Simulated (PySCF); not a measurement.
Ga(NH2)3 (GaH6N3), SMILES [NH2][Ga]([NH2])[NH2].

Geometry: PBE-D3(BJ)/def2-SVP. The structure was generated by enumeration; whether it is a known compound was not checked. Other conformers were not sampled.

Two levels are set side by side: PBE/def2-TZVP (PySCF) and PBE0/def2-TZVP (PySCF). Same geometry, gas phase. Differences are taken from unrounded values.

| quantity | PBE |
|---|---|
| orbital gap (eV) | 4.58 |
| highest occupied level (eV) | -5.40 |
| lowest empty level (eV) | -0.82 |
| dipole moment (D) | 0.81 |
| mean polarisability (bohr³) | 53.1 |

### Question
These are the PBE values. What does PBE0 give? (The exact figures need the calculation; the answer reports its results.)

### Answer

```csv
quantity,PBE0,PBE minus PBE0
orbital gap (eV),6.88,-2.29
highest occupied level (eV),-6.84,1.43
lowest empty level (eV),0.04,-0.86
dipole moment (D),0.87,-0.06
mean polarisability (bohr³),50.1,3.0
```

PBE's occupied levels lie high since its potential decays too fast outside the molecule; exact exchange lowers them and widens the gap. PBE's more diffuse valence density responds more strongly to a field. Differences between two approximate levels are no errors against the true value.

Rough cost on one machine, each run with all the roots and properties that it gave: PBE0 against PBE within a factor of 2.
